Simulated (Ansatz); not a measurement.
C3H4O, SMILES `C=C1CO1` (charge 0, multiplicity 1).

These are frozen-core CCSD(T)/cc-pVDZ // B3LYP-D3(BJ)/def2-TZVP run with Ansatz (an electronic-structure program) values and carry that method's errors.

Ansatz 0.2 input:
```yaml
crystal:
  periodic: [false, false, false]
  atoms:
    - { symbol: C, position_ang: [1.401745, 0.16551, -0.221974] }
    - { symbol: C, position_ang: [0.123227, -0.129804, -0.132699] }
    - { symbol: C, position_ang: [-1.227014, 0.017021, 0.32122] }
    - { symbol: O, position_ang: [-0.761213, -1.031144, -0.617503] }
    - { symbol: H, position_ang: [2.064169, -0.417766, -0.845764] }
    - { symbol: H, position_ang: [1.801238, 1.000612, 0.332881] }
    - { symbol: H, position_ang: [-1.522389, -0.360356, 1.293856] }
    - { symbol: H, position_ang: [-1.879764, 0.755929, -0.13002] }
basis:
  gaussian: { orbitals: cc-pVDZ }
correlation:
  method: ccsd_t
```

Output:

```
Functional definition: HF
694 factors; integrals over basis functions are off by at most 8.7e-4 eV
mean field evaluation 1: about -5187.6216 eV, gradient 2.7e1 eV
mean field evaluation 2: about -5187.6250 eV, gradient 2.7e1 eV
mean field evaluation 4: about -5189.6340 eV, gradient 4.1e0 eV
mean field evaluation 8: about -5189.6811 eV, gradient 1.2e-1 eV
mean field evaluation 16: about -5189.6738 eV, gradient 9.7e-1 eV
mean field -5189.68128196 eV, -190.7172694198 hartree, gradient 8.5e-7 eV, S^2 0.000000; 0 other end points of the search recorded, 0 dependent functions left out
4 core orbitals not correlated
reference -5189.68128196 eV, -190.7172694198 hartree; 11, 11 occupied and 61, 61 virtual orbitals, 694 factors
second order -15.83132085 eV of doubles, -0.00000000 eV of singles
cycle   1  -16.08360545 eV  change   -2.5e-1 eV  update   1.0e-1
cycle   2  -16.53260124 eV  change   -4.5e-1 eV  update   3.2e-2
cycle   3  -16.66863981 eV  change   -1.4e-1 eV  update   1.8e-2
cycle   4  -16.66437061 eV  change    4.3e-3 eV  update   4.3e-3
cycle   5  -16.66440982 eV  change   -3.9e-5 eV  update   2.0e-3
cycle   6  -16.66515868 eV  change   -7.5e-4 eV  update   6.0e-4
cycle   7  -16.66476736 eV  change    3.9e-4 eV  update   2.5e-4
cycle   8  -16.66475077 eV  change    1.7e-5 eV  update   8.7e-5
cycle   9  -16.66475593 eV  change   -5.2e-6 eV  update   3.0e-5
cycle  10  -16.66474385 eV  change    1.2e-5 eV  update   9.6e-6
perturbative correction -0.58933002 eV, -0.0216574789 hartree
Total energy: -5206.93535583 eV, -191.3513449393 hartree
```
